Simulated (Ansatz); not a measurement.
`C[O][Sn]([F])([F])[O]C` + `C[Si](C)(C)C` → `C[O][Sn]([F])([CH2][Si](C)(C)C)[O]C` + H–F  (formal exchange of groups at the Sn–F bond)

Computed with Ansatz on PBE0-D4/def2-TZVP structures; ΔE is electronic, products minus reactants. CCSD(T)/CBS is the MP2 limit (def2-TZVPP, def2-QZVPP) plus CCSD(T) − MP2 in def2-TZVPP, frozen cores. This one scheme is used for every species. DFT in def2-TZVPP. HSE06 is defined as in plane-wave codes. Elements past krypton have def2 core potentials. For Sn outer-core shells are correlated without core-valence functions, which leaves a few kJ/mol of doubt a bond. One conformer a species, not always the lowest.

`C[O][Sn]([F])([F])[O]C`:

```xyz
13

C     1.991   -0.668    1.452
O     0.642   -0.988    1.149
Sn   -0.623    0.384    0.667
F    -2.346   -0.291    1.081
F    -0.284    1.912    1.737
O    -0.627    0.979   -1.166
C    -1.321    0.255   -2.170
H     2.071    0.100    2.227
H     2.539   -0.333    0.564
H     2.459   -1.582    1.821
H    -2.370    0.083   -1.907
H    -1.286    0.859   -3.078
H    -0.846   -0.710   -2.378
```

`C[Si](C)(C)C`:

Z-matrix (Å, degrees):
```
C
Si 1 1.876
H 1 1.093 2 111.2
H 1 1.093 2 111.2 3 -120.0
H 1 1.093 2 111.2 3 120.0
C 2 1.876 1 109.5 3 60.1
C 2 1.876 1 109.5 3 -59.9
C 2 1.876 1 109.5 3 -180.0
H 6 1.093 2 111.2 1 60.1
H 6 1.094 2 111.2 1 -179.9
H 6 1.093 2 111.2 1 -59.9
H 7 1.093 2 111.2 1 -180.0
H 7 1.094 2 111.2 1 60.0
H 7 1.093 2 111.2 1 -59.9
H 8 1.093 2 111.2 1 60.0
H 8 1.093 2 111.2 1 -180.0
H 8 1.093 2 111.2 1 -60.0
```

`C[O][Sn]([F])([CH2][Si](C)(C)C)[O]C`:

Cartesian coordinates in Å:
```
C -3.169 0.658 -1.703
O -1.998 0.878 -0.950
Sn -1.432 -0.353 0.452
F -3.071 -0.729 1.394
C 0.115 0.447 1.625
Si 1.726 0.723 0.673
C 1.390 1.907 -0.734
C 2.331 -0.926 0.035
C 2.972 1.461 1.860
O -0.962 -2.085 -0.312
C -1.932 -2.934 -0.883
H -3.409 1.583 -2.235
H -4.028 0.395 -1.075
H -3.030 -0.134 -2.449
H -0.270 1.386 2.033
H 0.259 -0.248 2.457
H 2.294 2.062 -1.329
H 1.068 2.882 -0.358
H 0.605 1.540 -1.400
H 1.581 -1.420 -0.589
H 2.567 -1.602 0.860
H 3.239 -0.797 -0.561
H 3.926 1.639 1.355
H 2.623 2.416 2.260
H 3.162 0.792 2.703
H -2.828 -3.026 -0.259
H -1.490 -3.928 -0.991
H -2.238 -2.589 -1.878
```

H–F:

Cartesian coordinates in Å:
```
F 0.184 -0.407 0.109
H -0.184 0.407 -0.109
```

```json
{"level": "LDA (SPW92)", "ΔE (kcal/mol)": "1.6"}
{"level": "r2SCAN-D4", "ΔE (kcal/mol)": "6.9"}
{"level": "BHLYP-D4", "ΔE (kcal/mol)": "4.4"}
{"level": "B2PLYP", "ΔE (kcal/mol)": "7.7"}
{"level": "BLYP", "ΔE (kcal/mol)": "12.9"}
{"level": "r2SCANh", "ΔE (kcal/mol)": "7.5"}
{"level": "HSE06", "ΔE (kcal/mol)": "6.6"}
{"level": "HF/def2-QZVPP", "ΔE (kcal/mol)": "14.2"}
```

(1) What does CCSD(T)/CBS give? (Estimate.)

Largest T1 diagnostic among the species: 0.015.

Answers

(1) Ansatz gave: +2.6 kcal/mol. The listed levels differ from it by -1.0, 4.3, 1.8, 5.1, 10.3, 4.9, 4.0, 11.6 kcal/mol.

In def2-TZVPP, CCSD(T) changes the Hartree–Fock value by −10.8 kcal/mol (the triples alone add −1.2 kcal/mol) and MP2 by −12.6 kcal/mol. At CCSD(T), def2-SVP lies +2.0 kcal/mol from the extrapolated value and def2-TZVPP −0.4 kcal/mol.
